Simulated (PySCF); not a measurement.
CH₆BClOSi, SMILES B(O[SiH3])(C)Cl. Coordinates come from a PBE-D3(BJ)/def2-SVP optimisation. This is a generated structure with no PubChem entry under its InChIKey; it may be hypothetical. The values are those of a single conformer.

**Question.** Give the equilibrium geometry at PBE-D3(BJ)/def2-SVP (PySCF confirms it by a frequency run) as bond lengths and angles. (Estimate from the structure and the level; the computed values follow.)

**Answer.** Several could match; the one computed here: 
Atoms: B1 Cl2 C3 H4 H5 H6 O7 Si8 H9 H10 H11. Bonded distances (Å): B1–Cl2 1.790, B1–C3 1.574, B1–O7 1.357, C3–H4 1.107, C3–H5 1.110, C3–H6 1.110, O7–Si8 1.690, Si8–H9 1.504, Si8–H10 1.499, Si8–H11 1.499. Bond angles (°): Cl2–B1–C3 118.7, Cl2–B1–O7 115.7, C3–B1–O7 125.7, B1–C3–H4 114.2, B1–C3–H5 110.0, B1–C3–H6 109.9, H4–C3–H5 108.5, H4–C3–H6 108.5, H5–C3–H6 105.5, B1–O7–Si8 138.7, O7–Si8–H9 111.2, O7–Si8–H10 107.7, O7–Si8–H11 107.6, H9–Si8–H10 110.0, H9–Si8–H11 110.0, H10–Si8–H11 110.4.
